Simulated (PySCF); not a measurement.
A structure optimised at PBE0-D3(BJ)/def2-TZVP, used in a PySCF frequency run:

```xyz
5

Bi     0.0305     0.1991     0.0000
H     -1.2483     0.3455    -1.2623
H     -1.2483     0.3455     1.2623
O      0.0946    -1.8720     0.0000
H     -0.7918    -2.2423     0.0000
```
Charge 0, spin multiplicity 1.

Write its SMILES, formula and point group.

[OH][BiH2], BiH3O, Cs

What are its rotational constants (standard atomic weights)?

69.989, 6.9765, 6.9007 GHz
